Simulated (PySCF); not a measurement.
Shapes and spin states of RhCl2

Method: PySCF, PBE, basis Rh def2-SVP with ECP28, Cl def2-SVP (scalar-relativistic core potentials, no spin–orbit coupling, density fitting).

Relaxations began from a few typed shapes and spin states; open shells are unrestricted. The search is not exhaustive: other isomers or separated fragments can lie lower, and high-lying points may rest on an excited occupation.

| spin | group | bonds | angles | imaginary modes (cm⁻¹) | ΔE (kJ/mol) | ΔE with ZPE (kJ/mol) |
| --- | --- | --- | --- | --- | --- | --- |
| quartet | D∞h | Rh–Cl 2.231 Å (×2) | Cl–Rh–Cl 180.0° | none | 0.0 | 0.0 |
| broken-symmetry Ms = 1/2 (⟨S²⟩ 1.75) | D∞h | Rh–Cl 2.221 Å (×2) | Cl–Rh–Cl 180.0° | none | 31.1 | 31.2 |
| doublet (⟨S²⟩ 1.06) | C2v | Rh–Cl 2.200 Å (×2) | Cl–Rh–Cl 116.3° | none | 50.5 | 50.0 |

The lowest minimum found is the quartet D∞h: Rh–Cl 2.231 Å (×2); Cl–Rh–Cl 180.0°.

Formally Rh is in oxidation state +2, d7, with 3 unpaired electrons (the high-spin count). The Mulliken spin on Rh is 2.25. The polar-tensor charge on Rh, 0.82, is far below the formal one.

For the lowest minimum: other spin states or occupations of the open shell can lie lower.

The electron or spin density has lower symmetry than the nuclear frame for the doublet (⟨S²⟩ 1.06) C2v at 50.5 kJ/mol.
